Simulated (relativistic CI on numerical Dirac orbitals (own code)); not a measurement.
**Radial parameters of La³⁴⁺**

Method of calculation: Dirac-Coulomb-Breit CI, KLI orbitals optimised for each configuration, model QED (radiative potential, 1s self-energy scaled to tabulated hydrogen-like ionisation energies), unscaled Slater integrals (own radial code, finite nucleus).

Slater integrals F^k, G^k are unscaled and averaged over j, outside the closed core [Ne]; ζ comes from projecting the Hamiltonian with its Breit term on Σ l·s of the shell.

- 3s²3p⁶3d⁵: F^2(3d,3d) = 427920, F^4(3d,3d) = 275950, ζ(3d) = 64102 cm⁻¹; <r>(3d) = 0.2379, <r^2>(3d) = 0.06578 (bohr units).
- 3s²3p⁵3d⁶: ζ(3p) = 489670, F^2(3d,3d) = 427050, F^4(3d,3d) = 275360, F^2(3p,3d) = 373930, G^1(3p,3d) = 404180, G^3(3p,3d) = 268190, ζ(3d) = 63379 cm⁻¹; <r>(3p) = 0.2655, <r^2>(3p) = 0.08145, <r>(3d) = 0.2383, <r^2>(3d) = 0.06603 (bohr units).
- 3s²3p⁴3d⁷: F^2(3p,3p) = 372270, ζ(3p) = 489230, F^2(3d,3d) = 426170, F^4(3d,3d) = 274760, F^2(3p,3d) = 373510, G^1(3p,3d) = 404150, G^3(3p,3d) = 268040, ζ(3d) = 62662 cm⁻¹; <r>(3p) = 0.2658, <r^2>(3p) = 0.08163, <r>(3d) = 0.2388, <r^2>(3d) = 0.06628 (bohr units).

(1) Give the Racah parameters of the d shell in 3s²3p⁶3d⁵.

Averages of the first 10 configurations, taken without configuration mixing, which lowers the lowest level and can move excited configurations by several eV; other configurations of the list can lie among them:

```json
{"Configuration": "3s²3p⁶3d⁵", "Parity": "even", "States": "252", "Average energy above the lowest level (eV)": "51.5"}
{"Configuration": "3s²3p⁵3d⁶", "Parity": "odd", "States": "1260", "Average energy above the lowest level (eV)": "325.2"}
{"Configuration": "3s²3p⁴3d⁷", "Parity": "even", "States": "1800", "Average energy above the lowest level (eV)": "604.7"}
{"Configuration": "3s3p⁶3d⁶", "Parity": "even", "States": "420", "Average energy above the lowest level (eV)": "539.0"}
{"Configuration": "3p⁶3d⁷", "Parity": "even", "States": "120", "Average energy above the lowest level (eV)": "1034.4"}
{"Configuration": "3s3p⁵3d⁷", "Parity": "odd", "States": "1440", "Average energy above the lowest level (eV)": "811.5"}
{"Configuration": "3s²3p⁶3d⁴4s", "Parity": "even", "States": "420", "Average energy above the lowest level (eV)": "959.7"}
{"Configuration": "3s²3p⁶3d⁴4p", "Parity": "odd", "States": "1260", "Average energy above the lowest level (eV)": "1038.5"}
{"Configuration": "3s²3p⁴3d⁶4s", "Parity": "even", "States": "6300", "Average energy above the lowest level (eV)": "1498.9"}
{"Configuration": "3s²3p⁵3d⁵4s", "Parity": "odd", "States": "3024", "Average energy above the lowest level (eV)": "1226.3"}
```

Answers

(1) B = F²/49 − 5F⁴/441 = 5604 cm⁻¹ and C = 35F⁴/441 = 21901 cm⁻¹.
